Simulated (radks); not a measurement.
Values are calculated unless marked as measured or tabulated.
Question: These are the eigenvalues of the occupied orbitals of an atom or ion with whole-number occupations (Ry). Level of theory: scalar-relativistic Kohn-Sham, PBEsol, spin-polarised, spherical densities, finite nucleus; Fermi nuclear charge, rms radius of each element as measured or else 0.836 A^(1/3) + 0.57 fm (a radial shooting solver on a logarithmic mesh with Libxc functionals).

| orbital | eigenvalue |
|---|---|
| 1s up | -5764.079 |
| 1s down | -5764.069 |
| 2s up | -1016.024 |
| 2s down | -1016.000 |
| 2p up | -881.4858 |
| 2p down | -881.4622 |
| 3s up | -241.7079 |
| 3s down | -241.6938 |
| 3p up | -202.5081 |
| 3p down | -202.4924 |
| 3d up | -159.8965 |
| 3d down | -159.8757 |
| 4s up | -55.05845 |
| 4s down | -55.02864 |
| 4p up | -42.19486 |
| 4p down | -42.16504 |
| 4d up | -26.55077 |
| 4d down | -26.51530 |
| 5s up | -11.45245 |
| 5s down | -11.25280 |
| 4f up | -9.16119 |
| 4f down | -9.10925 |
| 5p up | -8.02418 |
| 5p down | -7.79806 |
| 5d up | -4.06411 |
| 5d down | -3.83677 |

Which element is it, and in what charge state? The configuration may be excited. Open shells, if any, are filled with parallel spins first.

Answer: Z = 78, platinum, charge +4: Pt4+ in [Kr] 4d10 4f14 5s2 5p5 5d7. The list shows which subshells hold electrons but not how many an open one holds; the 1s level, -2882 hartree, gives Z - s = 75.9 by -(Z - s)^2/2, which with screening and relativity narrows Z to a few neighbours, and the depths of the outer levels then fix element, charge and occupations together.
